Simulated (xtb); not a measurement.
The xtb input:
```
$ xtb mol.xyz --gfn 2 --chrg 1 --uhf 1 --etemp 3000 --json

# file mol.xyz
22

Si    -0.07034007    -0.46692107     0.40875854
C     -0.61302602    -1.95038314    -0.74377707
O     -1.00321190     0.79676918     0.12855976
C     -2.28898493     1.30687439     0.36180109
C     -3.12653104     0.46283763     1.29526504
O      1.45794344    -0.20060105     0.04953381
C      2.35617708     0.69367005    -0.53632477
C      3.44830266    -0.03606383    -1.28996880
H     -0.01774519    -0.97938541     1.77322163
H     -0.72023187    -1.57524031    -1.75604878
H     -1.55496523    -2.34817324    -0.38814646
H      0.15417414    -2.71270128    -0.70155497
H     -2.15230730     2.31711684     0.76924125
H     -2.77826170     1.41322442    -0.61508112
H     -3.29201733    -0.52752380     0.87706454
H     -4.08968189     0.93967479     1.45101689
H     -2.63094844     0.35364887     2.25806251
H      1.81687508     1.39740034    -1.18153583
H      2.80029083     1.28413498     0.27996857
H      3.02431077    -0.59883476    -2.11962525
H      4.16673149     0.67926440    -1.67821299
H      3.96505903    -0.73666629    -0.63771100
```

Q: What does this run give for the total energy (a free energy at this electronic temperature), partial charges in atom order?

A: 
The total energy (a free energy at this electronic temperature) is -27.3326 Eh. The partial charges in atom order comes out as Si1 0.59, C2 -0.17, O3 -0.28, C4 0.07, C5 -0.14, O6 -0.28, C7 0.08, C8 -0.13, H9 0.04, H10 0.10, H11 0.08, H12 0.09, H13 0.11, H14 0.10, H15 0.08, H16 0.09, H17 0.08, H18 0.09, H19 0.11, H20 0.10, H21 0.09, H22 0.10.
